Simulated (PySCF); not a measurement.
**Structure from 2D NMR**

Compound of formula C8H13NSi. Correlations simulated from computed shifts and the bond graph:

HSQC (one-bond C–H):
```csv
δH,δC
2.43,38.0
2.41,38.0
1.98,5.0
1.90,5.5
1.52,23.7
1.51,23.7
1.34,5.5
```

COSY cross peaks (H two or three bonds apart, from the bond graph; peaks can be absent where the dihedral angle is near 90°):
```csv
δH,δH
4.85,4.69
4.85,1.90
4.85,1.34
4.69,1.90
4.69,1.34
2.43,2.41
2.43,1.90
2.43,1.34
2.41,1.90
2.41,1.34
1.90,1.34
1.52,1.51
```

HMBC (two and three bonds, from the bond graph):
```csv
δH,δC
4.85,"83.2, 54.3, 38.0, 5.5"
4.69,"83.2, 54.3, 38.0, 5.5"
2.43,"83.2, 54.3, 5.5"
2.41,"83.2, 54.3, 5.5"
1.98,"90.5, 83.2"
1.90,"54.3, 38.0"
1.52,"54.3, 23.7"
1.51,"54.3, 23.7"
1.34,"54.3, 38.0"
```

Carbons without hydrogens: δ 90.5, 83.2, 54.3.

Theory: GIAO PBE0/pcSseg-1 shieldings, structure optimised with GFN2-xTB, in PySCF 2.14 (relativity neglected, gas phase, averaged over atoms made equivalent by symmetry, fast rotation or ring inversion, one conformer).

Chemical shifts δ = σref − σ; TMS for ¹H, ¹³C, all at this level.

Exchangeable hydrogens are left out of these lists.

**Question.** Work out the connectivity.

**Answer.** `CC#C[C@]1(N2CC2)CC[SiH2]1`.

Atoms are numbered as in `[CH3:1][C:2]#[C:3][C@:4]1([N:5]2[CH2:6][CH2:7]2)[CH2:8][CH2:9][SiH2:10]1`; H(Xn) means a hydrogen on atom n. Ha(C8), Ha(C9), Ha(Si10) are pro-R; Hb(C8), Hb(C9), Hb(Si10) are pro-S.

δC 90.5 is C2, an alkyne carbon. δC 83.2 is C3, an alkyne carbon. δC 54.3 is C4, a propargylic fully substituted sp3 carbon bonded to N and Si. δC 38.0 is C8, an sp3 CH2 in a ring (δH 2.41, 2.43). δC 23.7 is C6/C7, an aziridine ring carbon (δH 1.51, 1.52). δC 5.5 is C9, an sp3 CH2 bonded to Si (δH 1.90, 1.34). δC 5.0 is C1, a propargylic methyl carbon (δH 1.98). HMBC from δH 4.85 reaches the proton-free carbons C3, C4. HMBC from δH 4.69 reaches the proton-free carbons C3, C4. HMBC from δH 2.43 reaches the proton-free carbons C3, C4. HMBC from δH 2.41 reaches the proton-free carbons C3, C4. COSY links 4.85–4.69, 4.85–1.90, 4.85–1.34, 4.69–1.90, 4.69–1.34, 2.43–2.41.

The shifts were computed for this structure.

Shifts are as computed. Against solution values, carbons near 30 ppm lie about +3 ppm off and those near 130 ppm about +5 ppm. Of 1211 compounds with measured shifts, 218 miss one by over three times the rms of a fit or turn the order of signals round; such compounds aren't used in these exercises.
